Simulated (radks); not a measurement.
Task: Co12+, 15 electrons, occupied as [Ne] 3s2 3p3. Method: scalar-relativistic Kohn-Sham, PBEsol, spin-polarised, spherical densities, finite nucleus; open shells are filled with parallel spins first; Fermi nuclear charge, rms radius 3.7875 fm; computed with a radial shooting solver on a logarithmic mesh with Libxc functionals. Some entries of the table are withheld. Estimate them.

orbital,occ.,eigenvalue (eV),<r^2> (bohr^2)
1s up,1,-7942.716,0.004253
1s down,1,-7940.362,0.004251
2s up,1,-1248.147,(1)
2s down,1,-1246.112,(2)
2p up,3,-1121.635,0.06108
2p down,3,-1118.861,0.06096
3s up,1,(3),(4)
3s down,1,(5),(6)
3p up,3,-360.1532,0.5203
3p down,0,-350.5003,0.5269

Result: 
(1) 2s up <r^2> (bohr^2): 0.07607
(2) 2s down <r^2> (bohr^2): 0.07584
(3) 3s up eigenvalue (eV): -398.7674
(4) 3s up <r^2> (bohr^2): 0.5169
(5) 3s down eigenvalue (eV): -388.9901
(6) 3s down <r^2> (bohr^2): 0.5224
